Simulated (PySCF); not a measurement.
A PySCF script (with the pyscf-properties extension) for the NMR shieldings of SMILES CCCNNCC, C5H14N2, on a GFN2-xTB geometry:

```python
import basis_set_exchange as bse
import numpy as np
from pyscf import gto, dft
from pyscf.prop import nmr

atoms = """
C    -3.012077    0.698923   -0.199294
C    -2.427716   -0.685293    0.061189
C    -0.924281   -0.755543   -0.201418
N    -0.193309   -0.027054    0.821854
N     1.181114   -0.351576    0.830839
C     2.002883    0.382632   -0.120723
C     3.468189    0.024914    0.069687
H    -2.604097    1.428664    0.495778
H    -2.790202    1.022713   -1.214809
H    -4.092491    0.682131   -0.075301
H    -2.611897   -0.971706    1.097073
H    -2.922004   -1.410937   -0.587740
H    -0.585930   -1.791817   -0.132968
H    -0.716316   -0.394774   -1.222587
H    -0.341630    0.980767    0.709196
H     1.525165   -0.192902    1.775970
H     1.867378    1.477435   -0.022636
H     1.681014    0.094534   -1.126482
H     3.598604   -1.050268   -0.014646
H     3.813366    0.340233    1.052228
H     4.075316    0.515866   -0.686277
"""
names = dict.fromkeys(["C", "N", "H"], "pcSseg-1")
basis = {el: gto.basis.parse(bse.get_basis(n, elements=[el], fmt="nwchem")) for el, n in names.items()}
mol = gto.M(atom=atoms, basis=basis, charge=0, verbose=0)
mf = dft.RKS(mol, xc="PBE0")
mf.grids.level = 2
mf.grids.alignment = dft.numint.BLKSIZE   # the property module wants whole blocks of grid points
mf.conv_tol = 1e-9
mf.kernel()

calc = nmr.RKS(mf)   # GIAO
C = mf.mo_coeff
Co = C[:, mf.mo_occ > 0]
resp = mf.gen_response(singlet=True, hermi=2)
def vind(x):   # induced exchange potential for any number of trial vectors
    d = np.einsum("pi,xij,qj->xpq", C, 2 * x.reshape(-1, C.shape[1], Co.shape[1]), Co, optimize=True)
    return np.einsum("xpq,pi,qj->xij", resp(d - d.transpose(0, 2, 1)), C, Co, optimize=True).ravel()
mo1, _ = nmr.rhf.solve_mo1(calc, with_cphf=vind)
sigma = calc.kernel(mo1)
for i, s in enumerate(sigma):   # ppm
    print("%2d %-2s %9.2f" % (i, mol.atom_pure_symbol(i), np.trace(s) / 3))
```

Problem. What does it print?

Solution. 
```
 0 C     171.63
 1 C     159.39
 2 C     130.69
 3 N     157.75
 4 N     159.59
 5 C     137.56
 6 C     171.83
 7 H      30.77
 8 H      31.12
 9 H      30.54
10 H      30.01
11 H      30.21
12 H      28.86
13 H      28.60
14 H      29.76
15 H      29.14
16 H      29.31
17 H      28.57
18 H      30.46
19 H      30.81
20 H      30.51
```

These numbers come from an equivalent density-fitted implementation of the same equations, which agrees with the script to about 0.01 ppm for H and up to a few tenths of a ppm for heavy atoms, so last digits may differ.

Problem. Turn these shieldings into chemical shifts. Referencing at the same level of theory: 13C (σref 186.93) and 1H (σref 31.72) vs TMS; 15N (σref 267.73) vs NH3.

Solution. Averaging equivalent atoms: C 2: 56.2; C 5: 49.4; C 1: 27.5; C 0: 15.3; C 6: 15.1; N 3: 110.0; N 4: 108.1; H 12/13: 2.99; H 16/17: 2.78; H 15: 2.58; H 14: 1.96; H 10/11: 1.61; H 18/19/20: 1.12; H 7/8/9: 0.91 ppm. Experimental scales use liquid or dissolved standards, which lie at an offset from isolated NH3 (liquid NH3: subtract about 20 ppm).

Size and cost of the density-fitted run: 189 basis functions, about 100 core-seconds.
